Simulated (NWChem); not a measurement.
# phosphorus nitride (NP)

```xyz
2

N      0.0000     0.0000     1.0149
P      0.0000     0.0000    -0.4736
```
Charge 0, spin multiplicity 1.

Program: NWChem. All single points use one geometry, from PBE0/def2-SVP, a minimum by its harmonic frequencies.

The field's frequency is 0.0773 Ha (589 nm).

The correlated methods keep 6 core orbitals frozen.

Q: Give the polarisability tensor in bohr³ at CCSD linear response/def2-SVPD, 6 core orbitals frozen, in the frame of the coordinates, and its isotropic mean.

A: 
```
22.31   0.00   0.00
 0.00  22.31   0.00
 0.00   0.00  35.92
```
Mean (one third of the trace): 26.85 bohr³.
